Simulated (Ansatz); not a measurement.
Relaxation of C₂H₈BNO (13 atoms, charge 0, multiplicity 1), to a largest force component of 0.02 eV/Å in at most 40 steps.

Theory: Ansatz, RKS PBE0-D4/6-31G*.

```xyz
13
Properties=species:S:1:pos:R:3
C -1.891 -0.026 -0.534
B -0.499 -0.631 -0.450
N 0.263 -0.535 0.843
C 1.635 0.187 0.648
O 1.330 1.546 0.499
H -1.871 1.125 -0.350
H -2.580 -0.448 0.211
H -2.317 -0.129 -1.567
H -0.030 -1.163 -1.346
H 0.524 -1.517 1.160
H 2.192 0.027 1.568
H 2.149 -0.222 -0.204
H 1.116 1.751 -0.463
```

**Question.** Where does it end, and by what steps?

**Answer.** It converged. The force dipped under the threshold on the way, but the program's further checks kept it going. After 20 steps the energy has fallen by 2.001 eV; H10 moved furthest, 1.58 Å.

```json
{"step": "0", "energy less start (eV)": "0.0000", "largest force component (eV/Å)": "3.349", "accepted": "yes"}
{"step": "1", "energy less start (eV)": "-0.4010", "largest force component (eV/Å)": "1.183", "accepted": "yes"}
{"step": "2", "energy less start (eV)": "-0.4904", "largest force component (eV/Å)": "0.596", "accepted": "yes"}
{"step": "3", "energy less start (eV)": "-0.5944", "largest force component (eV/Å)": "0.847", "accepted": "yes"}
{"step": "4", "energy less start (eV)": "-0.7698", "largest force component (eV/Å)": "1.267", "accepted": "yes"}
{"step": "5", "energy less start (eV)": "-0.9830", "largest force component (eV/Å)": "2.054", "accepted": "yes"}
{"step": "6", "energy less start (eV)": "-1.2256", "largest force component (eV/Å)": "2.429", "accepted": "yes"}
{"step": "7", "energy less start (eV)": "-1.5063", "largest force component (eV/Å)": "1.919", "accepted": "yes"}
{"step": "8", "energy less start (eV)": "-1.7931", "largest force component (eV/Å)": "0.757", "accepted": "yes"}
{"step": "9", "energy less start (eV)": "-1.8845", "largest force component (eV/Å)": "0.249", "accepted": "yes"}
{"step": "10", "energy less start (eV)": "-1.9200", "largest force component (eV/Å)": "0.420", "accepted": "yes"}
{"step": "11", "energy less start (eV)": "-1.9417", "largest force component (eV/Å)": "0.505", "accepted": "yes"}
{"step": "12", "energy less start (eV)": "-1.9611", "largest force component (eV/Å)": "0.598", "accepted": "yes"}
{"step": "13", "energy less start (eV)": "-1.9921", "largest force component (eV/Å)": "0.345", "accepted": "yes"}
{"step": "14", "energy less start (eV)": "-1.9892", "largest force component (eV/Å)": "0.488", "accepted": "no"}
{"step": "15", "energy less start (eV)": "-1.9983", "largest force component (eV/Å)": "0.084", "accepted": "yes"}
{"step": "16", "energy less start (eV)": "-1.9998", "largest force component (eV/Å)": "0.053", "accepted": "yes"}
{"step": "17", "energy less start (eV)": "-1.9964", "largest force component (eV/Å)": "0.268", "accepted": "no"}
{"step": "18", "energy less start (eV)": "-2.0006", "largest force component (eV/Å)": "0.018", "accepted": "yes"}
{"step": "19", "energy less start (eV)": "-2.0010", "largest force component (eV/Å)": "0.023", "accepted": "yes"}
{"step": "20", "energy less start (eV)": "-2.0011", "largest force component (eV/Å)": "0.009", "accepted": "yes"}
```

```xyz
13
Properties=species:S:1:pos:R:3
C -2.102 -0.328 -0.506
B -0.536 -0.242 -0.635
N 0.296 -0.133 0.483
C 1.731 -0.026 0.482
O 2.186 1.202 0.990
H -2.579 0.485 -1.068
H -2.475 -0.290 0.525
H -2.472 -1.256 -0.962
H 0.007 -0.266 -1.711
H -0.107 -0.086 1.411
H 2.180 -0.784 1.133
H 2.069 -0.204 -0.547
H 1.821 1.892 0.419
```

Whether the end is a true minimum wasn't checked by a vibrational analysis.

The run took 72 s on 2 threads of Arm Neoverse N1 (shared host), peak memory 0.18 GiB.
